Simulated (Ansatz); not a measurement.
```yaml
crystal:
  periodic: [false, false, false]
  atoms:
    - {symbol: Be, position_ang: [0.000815, 0.000327, 3.392218]}
    - {symbol: O, position_ang: [-0.409295, 1.376460, 2.673325]}
    - {symbol: Be, position_ang: [0.971240, 1.026449, 1.873766]}
    - {symbol: O, position_ang: [1.397293, -0.332811, 2.673014]}
    - {symbol: Be, position_ang: [0.403631, -1.353732, 1.874129]}
    - {symbol: O, position_ang: [-0.986243, -1.042820, 2.673695]}
    - {symbol: Be, position_ang: [-1.373368, 0.327813, 1.874297]}
    - {symbol: O, position_ang: [-1.509134, 0.359960, 0.334687]}
    - {symbol: Be, position_ang: [-0.399038, 1.339817, -0.318701]}
    - {symbol: O, position_ang: [1.066486, 1.127455, 0.334067]}
    - {symbol: Be, position_ang: [1.359272, -0.324208, -0.318982]}
    - {symbol: O, position_ang: [0.442905, -1.487309, 0.334464]}
    - {symbol: Be, position_ang: [-0.960782, -1.015621, -0.318329]}
    - {symbol: O, position_ang: [-1.108669, -1.171749, -1.858441]}
    - {symbol: Be, position_ang: [-1.154088, 0.274841, -2.601726]}
    - {symbol: O, position_ang: [-0.460616, 1.545440, -1.858870]}
    - {symbol: O, position_ang: [1.568095, -0.374273, -1.859086]}
    - {symbol: Be, position_ang: [0.337925, -1.136853, -2.602093]}
    - {symbol: O, position_ang: [-0.000908, -0.000369, -3.699013]}
    - {symbol: Be, position_ang: [0.814459, 0.861194, -2.602423]}
basis:
  gaussian: {orbitals: def2-TZVP}
magnetization: {spin_polarized: true, initial_magnetization: 2}
hamiltonian: {xc: pbe0, dispersion: d4}
scf: {omitted_lower_state_checks: [starts]}
output: {orbitals: {seedname: orbitals}}
```

```sh
$ ansatz run in.yaml --threads 4 --pin off --events-out ev --progress --plain --max-ram 6963MiB
```

Question: Does this run fit into the memory that it is given?

Answer: No. It has 500 basis functions, and Ansatz plans for 9 GiB where 7 GiB are given.
